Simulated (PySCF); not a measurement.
Calculation: PBE-D3(BJ)/def2-TZVP (PySCF). Isolated molecules, 0 K electronic values unless said otherwise. One relaxed conformer stands for a flexible species; it need not be the lowest. Excitations are Tamm–Dancoff values on a coarser integration grid. The basis has no diffuse functions, so Rydberg states are missing or too high.

Reference species (SMILES): `NC1=C[SiH2]C=C1` (neutral, multiplicity 1).

```json
{
 "LUMO": "-2.01 eV",
 "brightest of the four lowest singlets (TDA)": "5.50 eV",
 "S1 excitation (TDA)": "3.65 eV"
}
```

Changed species: `NC1=CC=C[SiH2]1`.

Question: What does the change do to the LUMO, brightest of the four lowest singlets (TDA) and S1 excitation (TDA)?

Answer: the LUMO rises by 0.16 eV, to -1.85 eV; the brightest of the four lowest singlets (TDA) drops by 1.74 eV, to 3.76 eV; the S1 excitation (TDA) goes up by 0.11 eV, to 3.76 eV.
